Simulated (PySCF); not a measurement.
C3H9Ga.

```xyz
13

Ga    -1.0579     0.0164     0.0000
H     -1.8468     0.1496     1.3643
H     -1.8468     0.1496    -1.3643
C      0.9048    -0.3700     0.0000
C      1.6097     0.1163     1.2730
C      1.6097     0.1163    -1.2730
H      0.9308    -1.4795     0.0000
H      2.6687    -0.2000     1.2919
H      1.6054     1.2178     1.3432
H      1.1316    -0.2702     2.1874
H      1.1316    -0.2702    -2.1874
H      2.6687    -0.2000    -1.2919
H      1.6054     1.2178    -1.3432
```

Geometry optimised at B3LYP-D3(BJ)/def2-SVP. The structure was generated by enumeration; whether it is a known compound was not checked.

Calculation: B3LYP/pcSseg-1 (PySCF). Non-relativistic, no solvent.

Question: Give the absolute GIAO shielding of each atom: isotropic value and principal components (ppm). (An estimate is asked for; the answer gives what the named calculation found.)

Answer: 
```tsv
atom	σ(iso)	σ11	σ22	σ33	span
Ga1	1043.9	781.3	997.2	1353.0	571.7
H2	25.0	20.1	21.4	33.4	13.3
H3	25.0	20.1	21.4	33.4	13.3
C4	147.4	123.8	151.8	166.6	42.8
C5	156.4	138.4	152.6	178.3	40.0
C6	156.4	138.4	152.6	178.3	40.0
H7	30.7	26.9	29.9	35.4	8.5
H8	30.0	26.1	27.9	36.1	10.1
H9	30.2	26.9	28.2	35.6	8.7
H10	29.6	25.1	27.9	35.7	10.6
H11	29.6	25.1	27.9	35.7	10.6
H12	30.0	26.1	27.9	36.1	10.1
H13	30.2	26.9	28.2	35.6	8.7
```
